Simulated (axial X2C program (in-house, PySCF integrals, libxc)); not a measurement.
**Spin–orbit effects down a group: molecules with Na (ions), PBE0**

Calculated with an in-house all-electron X2C program for linear molecules (integrals from PySCF), spin-free (one-electron X2C) or two-component (2c: spin–orbit coupling with atomic mean-field Coulomb and Gaunt terms, which also bring small scalar terms), in Dyall basis sets with cores contracted in-house; open shells are unrestricted.

Basis sets: Br dyall-acv3z, Cl dyall-av3z, F dyall-av3z, I dyall-acv3z, Na dyall-av3z.

| molecule | spin-free state | Re (Å) | ωe (cm⁻¹) | De (eV) | 2c state | Re 2c (Å) | ωe 2c (cm⁻¹) | De 2c (eV) |
| --- | --- | --- | --- | --- | --- | --- | --- | --- |
| NaF⁻ | M_S = 1/2, Λ = 0 | 2.000 | 439.4 | 2.05 | Ω = 1/2 | 2.000 | 439.3 | 2.05 |
| NaCl⁻ | M_S = 1/2, Λ = 0 | 2.494 | 270.7 | 1.31 | Ω = 1/2 | 2.495 | 270.6 | 1.31 |
| NaBr⁻ | M_S = 1/2, Λ = 0 | 2.660 | 214.0 | 1.15 | Ω = 1/2 | 2.661 | 213.6 | 1.14 |
| NaI⁻ | M_S = 1/2, Λ = 0 | 2.913 | 175.6 | 0.94 | Ω = 1/2 | 2.916 | 174.7 | 0.94 |

Fragments in 2c: Na + F-, Cl- + Na, Br- + Na, I- + Na. Each entry is the lowest single determinant of a limited PBE0 search at one distance. De goes to single-determinant-based atoms at the same level (for ions the charge split of lowest energy) and is withheld (n/a) where an atom does not fit its ground term or J level. Main or longest-lived isotopes.
